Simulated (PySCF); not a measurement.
**ORD: `N#C[C@@H]1C[Si@@H](N)N[SiH2]1`, C3H9N3Si2**

Cartesian coordinates in Å; atom numbers follow the order of the lines, from 1:
```xyz
17

N    -3.280   -1.694    0.924
C    -2.290   -1.321    0.481
C    -1.070   -0.811   -0.048
C     0.000   -0.678    1.048
Si    1.318    0.542    0.435
N     2.498   -0.310   -0.490
N     0.297    1.445   -0.647
Si   -1.318    0.896   -0.893
H    -0.714   -1.510   -0.810
H    -0.466   -0.284    1.953
H     0.399   -1.659    1.306
H     1.824    1.442    1.479
H     3.047   -1.024   -0.039
H     3.075    0.210   -1.131
H     0.617    2.298   -1.068
H    -1.639    0.745   -2.313
H    -2.305    1.727   -0.197
```

Theory: TDDFT CAM-B3LYP/def2-SVPD circular dichroism and optical rotation, one conformer, gas phase in PySCF. Geometry: GFN2-xTB.

The molecule is flexible and this is one conformer; a measurement averages over conformers.

Stereocentres: C3 R, Si5 S.

**Question.** What is the specific rotation at 633, 589.3, 546, 436, 405, 365, 355 nm?

**Answer.** [α] in deg dm⁻¹ (g/mL)⁻¹:
```
λ (nm)  origin-invariant length gauge  modified velocity gauge  length gauge (centre of mass)  isotropic polarisability (au)
   633                          +34.8                    +33.0                          +34.5                          101.5
 589.3                          +40.8                    +38.7                          +40.4                          101.9
   546                          +48.4                    +45.9                          +48.0                          102.4
   436                          +82.2                    +77.7                          +81.4                          104.4
   405                          +98.7                    +93.2                          +97.8                          105.3
   365                         +129.4                   +121.8                         +128.1                          106.9
   355                         +139.5                   +131.2                         +138.1                          107.4
```

**Question.** And for the mirror image at 589.3 nm?

**Answer.** -40.8 deg dm⁻¹ (g/mL)⁻¹ (origin-invariant length gauge): the same size and the opposite sign.

**Question.** What is the molar rotation [Φ] = [α]·M/100 of the geometry above at 589.3 nm?

**Answer.** With M = 143.30 g/mol, +58.4 deg cm² dmol⁻¹ (origin-invariant length gauge).

The first excitation lies at 6.46 eV (192 nm) with R = -14.4 × 10⁻⁴⁰ esu² cm² (velocity form).
